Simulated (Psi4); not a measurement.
HP$_{2}$, charge +1, singlet, geometry from GFN2-xTB; B3LYP5/cc-pVTZ run with Psi4.

Here is a job for Psi4.
```
memory 2 GB

molecule mol {
1 1
P    -0.000000   -0.000000   -1.025967
P     0.000000    0.000000    0.875030
H     0.000000    0.000000    2.264068
}

set {
  basis cc-pvtz
  reference rks
  scf_type pk
  puream true
  d_convergence 1e-8
  dft_radial_points 99
  dft_spherical_points 590
}

energy('b3lyp5')
print_variables()
```

Output, abridged:

```
   => Loading Basis Set <=

    Name: CC-PVTZ
    Role: ORBITAL
    Keyword: BASIS

         ---------------------------------------------------------
                                   SCF
               by Justin Turney, Rob Parrish, Andy Simmonett
                          and Daniel G. A. Smith
                              RKS Reference
         ---------------------------------------------------------

  ==> Geometry <==

    Molecular point group: c2v
    Full point group: C_inf_v

    Geometry (in Angstrom), charge = 1, multiplicity = 1:

       Center              X                  Y                   Z               Mass
    ------------   -----------------  -----------------  -----------------  -----------------
         P            0.000000000000     0.000000000000    -0.987951130871    30.973761998420
         P            0.000000000000     0.000000000000     0.913045869129    30.973761998420
         H            0.000000000000     0.000000000000     2.302083869129     1.007825032230

  Running in c2v symmetry.

  Rotational constants: A = ************  B =      0.27458  C =      0.27458 [cm^-1]
  Rotational constants: A = ************  B =   8231.69497  C =   8231.69497 [MHz]
  Nuclear repulsion =   70.759993303685292

  Charge       = 1
  Multiplicity = 1
  Electrons    = 30
  Nalpha       = 15
  Nbeta        = 15

  ==> Algorithm <==

  SCF Algorithm Type is PK.
  DIIS enabled.
  MOM disabled.
  Fractional occupation disabled.
  Guess Type is SAD.
  Energy threshold   = 1.00e-06
  Density threshold  = 1.00e-08
  Integral threshold = 1.00e-12

  ==> Primary Basis <==

  Basis Set: CC-PVTZ
    Blend: CC-PVTZ
    Number of shells: 30
    Number of basis functions: 82
    Number of Cartesian functions: 93
    Spherical Harmonics?: true
    Max angular momentum: 3

  ==> DFT Potential <==

   => LibXC <=

    Version 7.1.2
    S. Lehtola, C. Steigemann, M. J. T. Oliveira, and M. A. L. Marques,  SoftwareX 7, 1–5 (2018) (10.1016/j.softx.2017.11.002)

   => Composite Functional: B3LYP5 <=

    B3LYP5 Hyb-GGA Exchange-Correlation Functional

    P. J. Stephens, F. J. Devlin, C. F. Chabalowski, and M. J. Frisch,  J. Phys. Chem. 98, 11623 (1994) (10.1021/j100096a001)

    Deriv               =              1
    GGA                 =           TRUE
    Meta                =          FALSE

    Exchange Hybrid     =           TRUE
    MP2 Hybrid          =          FALSE

   => Exchange Functionals <=

    0.0800   Slater exchange
    0.7200         Becke 88

   => Exact (HF) Exchange <=

    0.2000               HF

   => Correlation Functionals <=

    0.1900   Vosko, Wilk & Nusair (VWN5)
    0.8100   Lee, Yang & Parr

   => LibXC Density Thresholds  <==

    XC_HYB_GGA_XC_B3LYP5:  1.00E-15

   => Molecular Quadrature <=

    Radial Scheme          =       TREUTLER
    Pruning Scheme         =           NONE
    Nuclear Scheme         =       TREUTLER

    Blocking Scheme        =         OCTREE
    BS radius alpha        =              1
    Pruning alpha          =              1
    Radial Points          =             99
    Spherical Points       =            590
    Total Points           =         163888
    Total Blocks           =           1290
    Max Points             =            256
    Max Functions          =             82
    Weights Tolerance      =       1.00E-15

  ==> Integral Setup <==

  Using in-core PK algorithm.
   Calculation information:
      Number of atoms:                   3
      Number of AO shells:              30
      Number of primitives:            128
      Number of atomic orbitals:        93
      Number of basis functions:        82

      Integral cutoff                 1.00e-12
      Number of threads:                 1

  Performing in-core PK
  Using 11583812 doubles for integral storage.
  We computed 108218 shell quartets total.
  Whereas there are 108345 unique shell quartets.

  ==> DiskJK: Disk-Based J/K Matrices <==

    J tasked:                  Yes
    K tasked:                  Yes
    wK tasked:                  No
    Schwarz Cutoff:          1E-12

  Minimum eigenvalue in the overlap matrix is 1.1495997919E-03.
  Reciprocal condition number of the overlap matrix is 2.7168986433E-04.
    Using symmetric orthogonalization.

  ==> Pre-Iterations <==

  SCF Guess: Superposition of Atomic Densities via on-the-fly atomic UHF (no occupation information).

   -------------------------
    Irrep   Nso     Nmo
   -------------------------
     A1        37      37
     A2         7       7
     B1        19      19
     B2        19      19
   -------------------------
    Total      82      82
   -------------------------

  ==> Iterations <==

                        Total Energy        Delta E     RMS |[F,P]|

   @RKS iter SAD:  -682.95254545879493   -6.82953e+02   0.00000e+00
   @RKS iter   1:  -682.85015729105521    1.02388e-01   6.29372e-03 ADIIS/DIIS
   @RKS iter   2:  -682.85185479397251   -1.69750e-03   4.53889e-03 ADIIS/DIIS
   @RKS iter   3:  -682.86096044745545   -9.10565e-03   3.22867e-03 ADIIS/DIIS
   @RKS iter   4:  -682.87670560095626   -1.57452e-02   9.09640e-04 ADIIS/DIIS
   @RKS iter   5:  -682.87794356118695   -1.23796e-03   2.76940e-05 DIIS
   @RKS iter   6:  -682.87794440872744   -8.47540e-07   4.88321e-06 DIIS
   @RKS iter   7:  -682.87794444173505   -3.30076e-08   4.12855e-07 DIIS
   @RKS iter   8:  -682.87794444195924   -2.24190e-10   9.17826e-08 DIIS
   @RKS iter   9:  -682.87794444197334   -1.40972e-11   2.88661e-08 DIIS
   @RKS iter  10:  -682.87794444197505   -1.70530e-12   8.70266e-10 DIIS
  Energy and wave function converged.

  ==> Post-Iterations <==

   Electrons on quadrature grid:
      Ntotal   =   30.0000002875 ; deviation = 2.875e-07

    Orbital Energies [Eh]
    ---------------------

    Doubly Occupied:

       1A1   -77.409013     2A1   -77.393564     3A1    -6.864491
       4A1    -6.859566     1B1    -5.025224     1B2    -5.025224
       5A1    -5.025118     2B1    -5.020921     2B2    -5.020921
       6A1    -5.018308     7A1    -0.958423     8A1    -0.807855
       9A1    -0.621167     3B1    -0.536610     3B2    -0.536610

    Virtual:

       4B2    -0.349475     4B1    -0.349475    10A1    -0.309721
      11A1    -0.095566    12A1    -0.079284     5B2    -0.041911
       5B1    -0.041911     1A2    -0.013680    13A1    -0.013680
      14A1     0.012724     6B1     0.066658     6B2     0.066658
       7B2     0.107267     7B1     0.107267     2A2     0.131839
      15A1     0.131839    16A1     0.133142    17A1     0.184304
       8B2     0.306167     8B1     0.306167    18A1     0.316267
      19A1     0.437154     9B2     0.646909     9B1     0.646909
      20A1     0.725066     3A2     0.921805    21A1     0.921805
      10B1     0.926457    10B2     0.926457    22A1     0.958227
       4A2     0.974166    23A1     0.974167    24A1     1.010078
      11B1     1.022245    11B2     1.022245     5A2     1.030178
      25A1     1.030179    12B2     1.149455    12B1     1.149455
      13B1     1.149648    13B2     1.149648    26A1     1.254865
      14B1     1.347774    14B2     1.347774     6A2     1.400075
      27A1     1.400075    28A1     1.417797    15B1     1.538130
      15B2     1.538130    16B1     1.622938    16B2     1.622938
      29A1     1.703501    17B1     2.020787    17B2     2.020787
      30A1     2.160547    31A1     2.291717    32A1     2.501670
      33A1     2.998275     7A2     3.005399    34A1     3.005399
      18B2     3.452276    18B1     3.452276    19B1     3.747143
      19B2     3.747143    35A1     3.798272    36A1     4.446018
      37A1     4.952023

    Final Occupation by Irrep:
             A1    A2    B1    B2
    DOCC [     9,    0,    3,    3 ]
    NA   [     9,    0,    3,    3 ]
    NB   [     9,    0,    3,    3 ]

  @RKS Final Energy:  -682.87794444197505

   => Energetics <=

    Nuclear Repulsion Energy =             70.7599933036852917
    One-Electron Energy =               -1076.4672834158166097
    Two-Electron Energy =                 360.1848838565779829
    DFT Exchange-Correlation Energy =     -37.3555381864217253
    Empirical Dispersion Energy =           0.0000000000000000
    VV10 Nonlocal Energy =                  0.0000000000000000
    Total Energy =                       -682.8779444419750462

Computation Completed

Properties will be evaluated at   0.000000,   0.000000,   0.000000 [a0]

Properties computed using the SCF density matrix

 Multipole Moments:

 ------------------------------------------------------------------------------------
     Multipole            Electronic (a.u.)      Nuclear  (a.u.)        Total (a.u.)
 ------------------------------------------------------------------------------------

 L = 1.  Multiply by 2.5417464519 to convert [e a0] to [Debye]
 Dipole X            :          0.0000000            0.0000000            0.0000000
 Dipole Y            :          0.0000000            0.0000000            0.0000000
 Dipole Z            :         -1.5345848            2.2270516            0.6924668
 Magnitude           :                                                    0.6924668

 ------------------------------------------------------------------------------------

  Variable Map:
  ----------------------------------------------------------------------------
  "CURRENT ENERGY"              =>    -682.877944441975
  "CURRENT REFERENCE ENERGY"    =>    -682.877944441975
  "DD SOLVATION ENERGY"         =>       0.000000000000
  "DFT FUNCTIONAL TOTAL ENERGY" =>    -682.877944441975
  "DFT TOTAL ENERGY"            =>    -682.877944441975
  "DFT VV10 ENERGY"             =>       0.000000000000
  "DFT XC ENERGY"               =>     -37.355538186422
  "GRID ELECTRONS ALPHA"        =>      15.000000143743
  "GRID ELECTRONS BETA"         =>      15.000000143743
  "GRID ELECTRONS TOTAL"        =>      30.000000287486
  "NUCLEAR REPULSION ENERGY"    =>      70.759993303685
  "ONE-ELECTRON ENERGY"         =>   -1076.467283415817
  "PCM POLARIZATION ENERGY"     =>       0.000000000000
  "PE ENERGY"                   =>       0.000000000000
  "SCF ITERATION ENERGY"        =>    -682.877944441975
  "SCF ITERATIONS"              =>      10.000000000000
  "SCF TOTAL ENERGY"            =>    -682.877944441975
  "TWO-ELECTRON ENERGY"         =>     360.184883856578
  "XC GRID RADIAL POINTS"       =>      99.000000000000
  "XC GRID SPHERICAL POINTS"    =>     590.000000000000
  "XC GRID TOTAL POINTS"        =>  163888.000000000000

  Array Variable Map:
  ----------------------------------------------------------------------------
  "CURRENT DIPOLE"              =>       0.000000000000 ... 0.692466770009 1 by 3
  "SCF DIPOLE"                  =>       0.000000000000 ... 0.692466770009 1 by 3
  "SCF TOTAL ENERGIES"          =>    -682.952545458795 ... -682.877944441975 1 by 11
```
